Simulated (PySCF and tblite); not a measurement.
Values are calculated unless marked as measured or tabulated.
C4H7Br, numbered as in [CH2:1]=[CH:2][CH2:3][CH2:4][Br:5].

The ensemble was built from 90 distance-geometry starts (ETKDG and KDG, MMFF94s, GFN2-xTB) and rests on PBE0-D3(BJ)/def2-SVP geometries. Energies: PBE0-D3(BJ)/def2-TZVP, with GFN2-xTB thermal terms (modes under about 100 cm⁻¹ blended into free rotors). Symmetry numbers and mirror images are counted. Conformers within 4 kcal/mol (GFN2-xTB free energy) were kept, 7 at most. GIAO shieldings: PBE0/pcSseg-1. Shifts are against TMS (¹H), TMS (¹³C) at the same level. (PySCF 2.14, tblite 0.8.)

Torsions listed: C1–C2–C3–C4, C2–C3–C4–Br5. Of a mirror pair one member is shown.

| conformer | shape | symmetry | E(GFN2) kcal/mol | E(DFT) kcal/mol |
| --- | --- | --- | --- | --- |
| 1 | -115°, -179° | C1 (pair) | 0.00 | 0.00 |
| 2 | 119°, 64° | C1 (pair) | 0.29 | 0.12 |
| 3 | -122°, 65° | C1 (pair) | 0.26 | 0.40 |
| 4 | 0°, 180° | Cs | 0.58 | 0.44 |
| 5 | 0°, -72° | C1 (pair) | 1.23 | 0.99 |

Q: How much do the weights at 298.15 K and the averaged shift of H2 depend on how the conformers are weighted?

A: 
| weighting | 1 (%) | 2 (%) | 3 (%) | 4 (%) | 5 (%) | δ (ppm) | rms dipole (D) |
| --- | --- | --- | --- | --- | --- | --- | --- |
| DFT energy with thermal terms, symmetry and mirror images (full scheme) | 40 | 28 | 18 | 9 | 5 | 6.07 | 1.99 |
| DFT energy with symmetry and mirror images | 36 | 30 | 18 | 9 | 7 | 6.08 | 2.00 |
| bare DFT energy | 34 | 27 | 17 | 16 | 6 | 6.09 | 1.99 |
| GFN2-xTB energy with symmetry and mirror images | 39 | 24 | 25 | 7 | 5 | 6.03 | 2.00 |
| GFN2-xTB free energy | 42 | 22 | 25 | 7 | 3 | 6.02 | 2.00 |
| leading conformer alone | 100 | 0 | 0 | 0 | 0 | 5.85 | 1.99 |
| equal weights | 20 | 20 | 20 | 20 | 20 | 6.07 | 2.01 |
| full scheme, search stopped after three starts | 0 | 0 | 100 | 0 | 0 | 5.77 | 2.07 |

The largest departure from the full scheme, 0.30 ppm, comes with: full scheme, search stopped after three starts.

Spin–orbit effects of the heavy atoms on shieldings are missing.
